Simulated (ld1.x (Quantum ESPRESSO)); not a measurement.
**Before and after: TM potential for nickel**

| Property | Result |
| --- | --- |
| Element | nickel (Ni) |
| Generator | ld1.x (Quantum ESPRESSO) 7.5 |
| Type | norm-conserving Troullier–Martins (Kleinman–Bylander form) |
| Functional | PW91 |
| Relativity | fully relativistic |
| Frozen core | [Ne] 3s2 |
| Valence charge | 16 |
| Reference configuration | 3p6 3d8 4s2 4p0 |
| Partial waves | 4s (bound): rc 1.80 bohr; 3p (bound): rc 1.20 bohr; 3d (bound): rc 1.55 bohr |
| Local potential | all-electron potential smoothed inside 1.10 bohr (lloc = -1) |
| Core correction | none |

Open shells are filled in proportion to 2j + 1 (rel_dist='average').

Change: local potential all-electron potential smoothed inside 1.42 bohr (lloc = -1).

Cutoffs: the cutoffs (Ry, on a coarse ladder) from which the occupation-weighted sum of valence levels, in a spherical-Bessel basis at the reference potential, stays within 10 and 1 mRy of its value at 400 Ry; they do not see the model core or the augmentation charge, which bear on the density cutoff. Errors are all-electron minus pseudo energies relative to the spin-unpolarised reference configuration.

Task: What does the change do?

Result: The potential gets neither clearly harder nor softer (120 Ry and 200 Ry → 120 Ry and 200 Ry); both files keep a bound ghost (s); the number of tests that count goes from 7 to 6; of the 6 tests that both files solve, the error grows in 3 and shrinks in 2 by more than 15 % and 0.3 meV (median size 13.4 → 82.7 meV); the range in which the p1/2 phases agree narrows (upper end at the end of the scan → 0.6); the range in which the p3/2 phases agree narrows (upper end at the end of the scan → 0.7).

| quantity | base | changed |
| --- | --- | --- |
| cutoff, loose | 120 Ry | 120 Ry |
| cutoff, tight | 200 Ry | 200 Ry |
| loose cutoff by channel (10 mRy a level) | s 12 Ry, p 70 Ry, d 100 Ry | s 21 Ry, p 70 Ry, d 100 Ry |
| bound ghosts | s | s |
| tests counted (converged, no solver errors) | 7 of 7 | 6 of 7 |
| error for 3p6 3d8 4s1 4p0, meV [ΔE 9.39 eV] | -2.4 | -5.2 |
| error for 3p6 3d8 4s0 4p0, meV [ΔE 26.80 eV] | -16 | -16 |
| error for 3p6 3d7 4s0 4p0, meV [ΔE 64.38 eV] | +72 | +61 |
| error for 3p6 3d8 4s0 4p2, meV [ΔE 9.56 eV] | -6.7 | -132 |
| error for 3p6 3d6 4s0 4p0, meV [ΔE 122.06 eV] | +332 | +273 |
| error for 3p6 3d8 4s0 4p1, meV [ΔE 15.10 eV] | -11 | -104 |
| s: phases at 1.96 bohr within 0.05 rad from the reference energy up to (Ry; the scan ends near 5) | 4.5 | to the end of the scan |
| p1/2: phases at 1.96 bohr within 0.05 rad from the reference energy up to (Ry; the scan ends near 5) | to the end of the scan | 0.6 |
| p3/2: phases at 1.96 bohr within 0.05 rad from the reference energy up to (Ry; the scan ends near 5) | to the end of the scan | 0.7 |
| d3/2: phases at 1.96 bohr within 0.05 rad from the reference energy up to (Ry; the scan ends near 5) | 2.1 | 2.0 |
| d5/2: phases at 1.96 bohr within 0.05 rad from the reference energy up to (Ry; the scan ends near 5) | 2.2 | 2.0 |

Base: These tests converged, but a pseudo level misses the all-electron one widely, so the file describes the atom poorly there or has found another state: 3p6 3d6 4s0 4p0: empty 4s by 6.5 eV (a node warning on the way). ld1.x printed “convergence not achieved” for 2 of the counted tests; their residual had stalled under 1e-8, short of the target of 1e-14. Changed file: Tests not counted: 3p6 3d7 4s2 4p1 (solver errors, printed error -3315 eV). ld1.x printed “convergence not achieved” for 1 of the counted tests; its residual had stalled under 1e-8, short of the target of 1e-14. A true bound ghost makes a file unfit for plane-wave use even where its test errors are small: the radial tests pick states by their node count and pass the ghost by. Where a test does run into it, the solver fails or the error is huge.
